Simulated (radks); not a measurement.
The tin ion Sn3+, configuration [Kr] 4d10 5s1 (the NIST ground configuration). Calculated with a radial shooting solver on a logarithmic mesh with Libxc functionals: Dirac Kohn-Sham, BP86, spin-unpolarised, spherical densities, finite nucleus; Fermi nuclear charge, rms radius 4.6519 fm.

Unscreened Slater integrals over Kohn-Sham orbitals (hartree). Large and small components are both included. Empty in this configuration: 5p1/2.

| integral | value |
|---|---|
| F0(5s1/2,5s1/2) | 0.42656 |
| F0(5s1/2,4d5/2) | 0.51576 |
| G2(5s1/2,4d5/2) | 0.076447 |
| F0(5s1/2,4d3/2) | 0.51674 |
| G2(5s1/2,4d3/2) | 0.074053 |
| F0(5s1/2,4p3/2) | 0.52982 |
| G1(5s1/2,4p3/2) | 0.038597 |
| F0(5s1/2,5p1/2) | 0.39621 |
| G1(5s1/2,5p1/2) | 0.26852 |
| F0(4d5/2,4d5/2) | 0.83258 |
| F2(4d5/2,4d5/2) | 0.41815 |
| F4(4d5/2,4d5/2) | 0.27528 |
| F0(4d5/2,4d3/2) | 0.83760 |
| F2(4d5/2,4d3/2) | 0.42059 |
| G2(4d5/2,4d3/2) | 0.42028 |
| G4(4d5/2,4d3/2) | 0.27674 |
| F0(4d5/2,4p3/2) | 0.90753 |
| F2(4d5/2,4p3/2) | 0.45579 |
| G1(4d5/2,4p3/2) | 0.57864 |
| G3(4d5/2,4p3/2) | 0.35600 |
| F0(4d5/2,5p1/2) | 0.45985 |
| G3(4d5/2,5p1/2) | 0.046206 |
| F0(4d3/2,4d3/2) | 0.84271 |
| F2(4d3/2,4d3/2) | 0.42318 |
| F0(4d3/2,4p3/2) | 0.91404 |
| F2(4d3/2,4p3/2) | 0.46025 |
| G1(4d3/2,4p3/2) | 0.58512 |
| G3(4d3/2,4p3/2) | 0.36021 |
| F0(4d3/2,5p1/2) | 0.46056 |
| G1(4d3/2,5p1/2) | 0.050829 |
| F0(4p3/2,4p3/2) | 1.0060 |
| F2(4p3/2,4p3/2) | 0.52728 |
| F0(4p3/2,5p1/2) | 0.47009 |
| G2(4p3/2,5p1/2) | 0.028581 |
| F0(5p1/2,5p1/2) | 0.37270 |
